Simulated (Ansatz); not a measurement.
The first iterations of a band of CH₅ClOSi (9 atoms, charge 0, multiplicity 1).

Level of theory: RKS B3LYP-D4/6-31G* (Ansatz).

```json
{
  "movable images": "8",
  "climbing image": "no",
  "spring": "5.0 eV/Å²",
  "optimiser": "quadratic models (default)",
  "start path": "through a guess of the saddle point",
  "force threshold": "0.05 eV/Å",
  "iteration limit": "54",
  "end points": "relaxed"
}
```

Initial state:

```xyz
9
Properties=species:S:1:pos:R:3
Si 0.190 -0.092 0.489
H -0.173 -0.140 1.928
C 2.021 0.021 0.186
H 2.522 -0.887 0.540
H 2.225 0.131 -0.884
H 2.452 0.881 0.709
Cl -0.738 1.638 -0.236
O -0.366 -1.422 -0.324
H -1.317 -1.599 -0.287
```

Final state:

```xyz
9
Properties=species:S:1:pos:R:3
Si -1.354 -0.017 0.340
H 1.719 0.199 1.689
C 2.216 0.104 0.718
H 1.772 -0.717 0.150
H 2.098 1.034 0.157
H 3.277 -0.096 0.881
Cl -1.038 1.519 -1.077
O -0.910 -1.321 -0.601
H -0.963 -2.173 -0.136
```

| iteration | highest image above the first end (eV) | largest band force component (eV/Å) |
| --- | --- | --- |
| 1 | 6.029 | 6.907 |
| 2 | 4.365 | 3.584 |
| 3 | 3.828 | 1.181 |
| 4 | 3.431 | 0.643 |
| 5 | 3.667 | 1.238 |
| 6 | 3.852 | 1.111 |
| 7 | 3.755 | 0.676 |
| 8 | 3.604 | 0.680 |
| 9 | 3.474 | 0.596 |
| 10 | 3.263 | 0.471 |
| 11 | 3.046 | 0.338 |

Q: Does the band converge within its limit, and where does its top end?

A: It converged. It ended after 35 iterations with the highest image 3.328 eV above the first end. Neighbouring images differ by up to 2.8 eV, so the band resolves the path poorly. No image climbed, so the highest image needn't sit at the top of the path. The orbitals stay closed-shell, which can raise the energy where a bond breaks towards radicals; this wasn't checked here.

Run time: 15 min on 1 thread of Arm Neoverse V2, on a shared host, peak memory 0.15 GiB.
